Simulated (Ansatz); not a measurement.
SiB7⁻. Charge -1, multiplicity 3. Geometry PBE-D4/def2-SVP, that of the neutral doublet; atoms count from 1.

Cartesian coordinates in Å:
```
B 0.902 -0.085 1.514
B 1.189 0.583 -1.166
B -1.562 -0.892 0.420
B -0.190 0.172 -1.804
B -1.400 -0.515 -1.088
B -0.555 -0.677 1.598
B -0.129 0.122 0.017
Si 1.746 1.293 0.510
```

At PBE0-D4/def2-TZVPD a singlet of charge -1 lies 0.55 eV below the triplet at the same geometry. The structure comes from a short search, and lower isomers may exist.

Problem. Estimate the Mulliken populations from the PBE0/def2-TZVPD orbitals of Ansatz.

Solution. 
```tsv
atom	charge (e)	spin (α − β)
B1	0.09	0.40
B2	0.09	0.40
B3	-0.19	0.24
B4	-0.13	0.27
B5	-0.19	0.24
B6	-0.13	0.27
B7	0.28	-0.06
Si8	-0.82	0.26
```
Mulliken values and Mayer orders depend strongly on the basis. With diffuse functions, as here, like atoms can get unlike values, and bond orders can come out too low or too high.

Problem. Where does the spin sit?

Solution. Summed by element: B 1.74, Si 0.26, of 2 unpaired in all. Largest on single atoms: B2 0.40, B1 0.40, B6 0.27.

Problem. And the Mayer bond orders between bonded heavy atoms (over 0.3)?

Solution. B1–B6 1.38 (1.57 Å); B1–B7 0.39 (1.83 Å); B1–Si8 0.97 (1.90 Å); B2–B4 1.38 (1.57 Å); B2–B7 0.39 (1.83 Å); B2–Si8 0.97 (1.90 Å); B3–B5 1.39 (1.56 Å); B3–B6 1.20 (1.57 Å); B3–B7 0.35 (1.80 Å); B4–B5 1.20 (1.56 Å); B4–B7 0.47 (1.82 Å); B5–B7 0.35 (1.80 Å); B6–B7 0.47 (1.82 Å); B7–Si8 0.32 (2.26 Å).
